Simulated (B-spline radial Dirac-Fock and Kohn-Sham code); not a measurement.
## Two-hole binding energies of Sc²⁺

System: Sc²⁺, configuration 1s2 2s2 2p6 3s2 3p6 3d1, inside a Watson sphere of charge -2 and radius 1.8 Å (a model of the Madelung potential; inside it an electron's potential energy is raised by 16.0 eV).

Input of the calculation (task.json; shells as n, l, electrons):

```json
{"items": [{
  "Z": 21,
  "q": 2,
  "cfg": [[1, 0, 2], [2, 0, 2], [2, 1, 6], [3, 0, 2], [3, 1, 6], [3, 2, 1]],
  "A": 45,
  "rrms": 3.5459,
  "watson": [-2, 1.8],
  "do": ["binding", "quiet", "double"]
}]}
```

Command: `python xray_run.py task.json out`

Model: relaxed Dirac-Fock hole states (ΔSCF) with Breit and QED corrections and a finite nucleus. Program: a radial atomic solver. U is the two-hole binding energy less the two single-hole energies, the effective repulsion of the holes after relaxation. Each two-hole energy is an average over J within one jj subconfiguration.

```csv
holes,E(a) (eV),E(b) (eV),E(ab) (eV),U (eV)
1s⁻²,4501.7,4501.7,9296.1,292.7
1s⁻¹ 2p1/2⁻¹,4501.7,416.5,4995.0,76.8
1s⁻¹ 3p1/2⁻¹,4501.7,40.63,4565.7,23.3
1s⁻¹ 3p3/2⁻¹,4501.7,40.12,4565.0,23.1
2s⁻²,511.9,511.9,1075.3,51.5
2p1/2⁻²,416.5,416.5,891.9,58.9
2p1/2⁻¹ 2p3/2⁻¹,416.5,412.0,883.2,54.7
2p3/2⁻²,412.0,412.0,879.8,55.8
2s⁻¹ 3p1/2⁻¹,511.9,40.63,?,?
2s⁻¹ 3p3/2⁻¹,511.9,40.12,573.6,21.6
2p1/2⁻¹ 3s⁻¹,416.5,67.58,506.9,22.8
2p3/2⁻¹ 3s⁻¹,412.0,67.58,502.3,22.8
3p1/2⁻¹ 3p3/2⁻¹,40.63,40.12,98.15,17.4
3p3/2⁻²,40.12,40.12,97.98,17.7
```

**Question.** Give the missing two-hole energy and U.

**Answer.** E(ab) = 574.2 eV and U = 21.7 eV.
